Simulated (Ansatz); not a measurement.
Start from `C[SiH](N)S` and change one atom or group to get `C[SiH](S)Cl`.

Ansatz, PBE0-D4/def2-TZVP geometries, multiplicity 1. Each molecule was computed in one conformer, which needn't be the lowest.

```tsv
property	`C[SiH](N)S`
HOMO–LUMO gap (PBE/def2-TZVPP) / eV	5.53
LUMO energy (B3LYP/def2-TZVPP) / eV	0.28
HOMO energy (ωB97M-V/def2-TZVPP) / eV	-9.33
LUMO energy (ωB97M-V/def2-TZVPP) / eV	2.18
HOMO–LUMO gap (B3LYP/def2-TZVPP) / eV	7.16
HOMO–LUMO gap (PBE0/def2-TZVPP) / eV	7.69
```

Problem. What does the change do to each property? (Best estimate.)

Solution. Ansatz gave: 
```csv
property,`C[SiH](S)Cl`,shift
HOMO–LUMO gap (PBE/def2-TZVPP) / eV,5.75,0.22
LUMO energy (B3LYP/def2-TZVPP) / eV,-0.03,-0.31
HOMO energy (ωB97M-V/def2-TZVPP) / eV,-9.90,-0.57
LUMO energy (ωB97M-V/def2-TZVPP) / eV,2.09,-0.09
HOMO–LUMO gap (B3LYP/def2-TZVPP) / eV,7.41,0.25
HOMO–LUMO gap (PBE0/def2-TZVPP) / eV,7.94,0.25
```

With PBE0 the HOMO falls by 0.60 eV and the LUMO falls by 0.33 eV, so the gap widens by about 0.27 eV. PBE moves the HOMO by -0.60 eV and ωB97M-V by -0.57 eV.

B3LYP here is the variant with VWN-RPA as its local correlation; programs differ in this.
